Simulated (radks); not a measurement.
Results of a calculation; reference values are marked as such.
Pb2+, 80 electrons, occupied as [Hg] (the NIST ground configuration). Level of theory: non-relativistic Kohn-Sham, r2SCAN, spin-polarised, spherical densities, point nucleus; meta-GGA in the generalised Kohn-Sham scheme; relativity is left out, which matters for an element this heavy (a radial shooting solver on a logarithmic mesh with Libxc functionals). Some entries of the table are withheld. Estimate them.

orbital,occ.,eigenvalue (hartree),<r^2> (bohr^2)
1s,2,-2906.867,0.0004553
2s,2,(1),(2)
2p,6,-472.8878,0.005204
3s,2,-117.9159,0.04335
3p,6,-109.1833,0.03985
3d,10,-92.91413,0.03060
4s,2,-26.82175,(3)
4p,6,-22.95740,0.2085
4d,10,-15.84201,0.2165
4f,14,-6.24487,0.2352
5s,2,(4),1.013
5p,6,-3.62313,1.173
5d,10,-1.52445,1.857
6s,2,-0.88636,6.578

Answer. 
(1) 2s eigenvalue (hartree): -491.2757
(2) 2s <r^2> (bohr^2): 0.007059
(3) 4s <r^2> (bohr^2): 0.2042
(4) 5s eigenvalue (hartree): -4.91938
